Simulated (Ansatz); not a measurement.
`O[SiH2][O][SnH3]` + `O/C=C\Cl` → `O[SiH2]/C(O)=C\Cl` + `[OH][SnH3]`  (formal exchange of groups at the Si–O bond)

Computed with Ansatz on PBE0-D4/def2-TZVP structures; ΔE is electronic, products minus reactants. CCSD(T)/CBS is the MP2 limit (def2-TZVPP, def2-QZVPP) plus CCSD(T) − MP2 in def2-TZVPP, frozen cores. Double bonds are as drawn, so ΔE can hold a change between cis and trans. DFT in def2-TZVPP. Elements past krypton have def2 core potentials. For Sn outer-core shells are correlated without core-valence functions, which leaves a few kJ/mol of doubt a bond. Each species was taken in one conformer, which may not be the lowest.

`O[SiH2][O][SnH3]`:

Z-matrix (Å, degrees):
```
Si
O 1 1.622
O 1 1.648 2 112.8
H 1 1.484 2 111.2 3 -116.1
H 1 1.486 2 107.0 3 121.5
Sn 2 1.968 1 132.8 3 53.1
H 3 0.958 1 117.3 2 73.6
H 6 1.704 2 107.2 1 34.3
H 6 1.703 2 106.3 1 -86.5
H 6 1.700 2 103.9 1 154.3
```

`O/C=C\Cl`:

Z-matrix (Å, degrees):
```
C
C 1 1.329
O 1 1.339 2 126.4
H 1 1.083 2 120.5 3 180.0
Cl 2 1.727 1 120.6 3 -0.0
H 2 1.078 1 123.5 3 -180.0
H 3 0.968 1 108.3 2 -0.0
```

`O[SiH2]/C(O)=C\Cl`:

Z-matrix (Å, degrees):
```
Si
C 1 1.875
O 1 1.660 2 98.3
H 1 1.484 2 113.0 3 -117.4
H 1 1.484 2 113.0 3 117.4
C 2 1.331 1 122.1 3 179.9
O 2 1.358 1 117.8 3 -0.0
H 3 0.957 1 120.4 2 179.6
Cl 6 1.726 2 119.5 1 0.0
H 6 1.082 2 125.3 1 -180.0
H 7 0.966 2 107.8 1 -0.0
```

`[OH][SnH3]`:

Z-matrix (Å, degrees):
```
Sn
O 1 1.970
H 1 1.709 2 108.5
H 1 1.698 2 103.1 3 119.8
H 1 1.709 2 108.5 3 -120.5
H 2 0.959 1 113.2 3 60.0
```

| species | r2SCAN energy (Eh) |
| --- | --- |
| `O[SiH2][O][SnH3]` | -657.99671 |
| `O/C=C\Cl` | -613.38000 |
| `O[SiH2]/C(O)=C\Cl` | -979.33019 |
| `[OH][SnH3]` | -291.99275 |

Q: Work out ΔE.

A: ΔE = (-979.33019) + (-291.99275) − (-657.99671) − (-613.38000) = 0.05377 Eh = +141.2 kJ/mol. CCSD(T)/CBS gives +144.1 kJ/mol.

Largest T1 diagnostic among the species: 0.014.

In def2-TZVPP, CCSD(T) changes the Hartree–Fock value by −25.2 kJ/mol (the triples alone add −3.9 kJ/mol) and MP2 by −24.1 kJ/mol. The D4 term adds −3.6 kJ/mol with B3LYP and −1.9 kJ/mol with PBE0; it sums over pairs of atoms, weighted by their polarisabilities, and B3LYP, whose exchange is more repulsive, gets the larger term. From PBE to PBE0 (25 % exact exchange), in def2-TZVPP and without D4, ΔE moves by +7.5 kJ/mol.

B3LYP here is the variant with VWN-RPA as its local correlation; programs differ in this.
